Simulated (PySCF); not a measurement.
## Computed properties of cyanomethylboronic acid (C2H4BNO2), SMILES N#CCB(O)O

cyanomethylboronic acid (C2H4BNO2), SMILES N#CCB(O)O. Coordinates come from a B3LYP-D3(BJ)/def2-SVP optimisation. Other conformers were not sampled. All values are computed for the isolated molecule unless a solvent is named; none is compared with measurement here.

**Structure.** The optimised structure has Cs symmetry. All 24 harmonic modes at B3LYP-D3(BJ)/def2-SVP (PySCF) are real, so it is a minimum. With heavy atoms numbered as in [N:1]#[C:2][CH2:3][B:4]([OH:5])[OH:6], the shortest bond between them is N1–C2 at 1.160 Å and the longest C3–B4 at 1.604 Å.

**Vibrations.** The strongest infrared lines (harmonic, unscaled, degenerate partners summed) lie at 1495 cm⁻¹ (334 km/mol, B 72 %, O 22 %), 1367 cm⁻¹ (329 km/mol, B 57 %, H 17 %, O 17 %, C 9 %), 564 cm⁻¹ (209 km/mol, H 89 %, O 9 %). The softest mode is at 62 cm⁻¹ and the zero-point energy is 44.3 kcal/mol.

**Electronic structure.** r2SCAN/def2-TZVP (PySCF) places the frontier levels at -8.18 and -0.24 eV, a gap of 7.94 eV, and gives a dipole moment of 3.00 D and a mean polarisability of 47.0 bohr³. PBE/def2-TZVP (PySCF) at the same geometry gives -7.91 and -0.54 eV, so its gap is 0.57 eV narrower. An orbital gap is neither the optical nor the fundamental gap.

**Excitations.** TDDFT-ωB97X/def2-SVPD (PySCF) has S1 at 7.73 eV (160 nm, f = 0.000, dark); the most intense of the 7 singlets computed lies at 9.19 eV (f = 0.01). T1 (TDA) is at 6.43 eV. TDDFT-PBE/def2-SVPD (PySCF) puts S1 at 7.12 eV. No vertical singlet excitation falls in the visible range (under 3.1 eV).

**NMR.** GIAO shifts at KT2/pcSseg-1 (PySCF) (non-relativistic, atoms alike by connectivity averaged): ¹³C from 6.6 to 114.2 ppm against TMS; ¹H from 2.1 to 5.0 ppm against TMS; ¹¹B at 14.6 ppm against BF3.
